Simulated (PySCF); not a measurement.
# Cu: excitation energy

Cu [Ar] 3d10 4s1 (2S) → Cu [Ar] 3d9 4s2 (2D), as a difference of total energies. Computed with PySCF 2.14 in ANO-RCC-VTZP, with the spin-free X2C one-electron Hamiltonian (Gaussian nucleus). Correlated levels: valence: [Ar] frozen. The calculations carry no spin-orbit coupling.

| method | excitation energy (eV) | error (eV) |
| --- | --- | --- |
| UHF | -0.185 | -1.675 |
| MP2 (valence) | 2.370 | +0.880 |
| SCS-MP2 (valence) | 1.888 | +0.398 |
| CCSD (valence) | 1.164 | -0.326 |
| CCSD(T) (valence) | 1.340 | -0.150 |

Reference: 1.490 eV (measured; NIST levels, between the centres of gravity of the two terms).

Errors of the correlated levels include the incompleteness of this basis and the frozen core.
